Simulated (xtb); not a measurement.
xtb input:

```bash
xtb mol.xyz --gfn 2 --sp --chrg -1 --uhf 0
```
mol.xyz:
```
6

Si    -1.50778772     0.13774757     0.35054881
As     0.78599117    -0.10273817    -0.21715900
H     -2.31214413    -0.74463328    -0.52616254
H     -1.95116584     1.54029198     0.15906993
H     -1.74116208    -0.24603510     1.76427665
H      1.17579141     0.91227013     0.86137954
```

Q: What final total energy does it print?

A: -6.28790 Eh (GFN2-xTB).

This state (charge -1, singlet) is run at the relaxed geometry of the species with charge 0 and multiplicity 2.
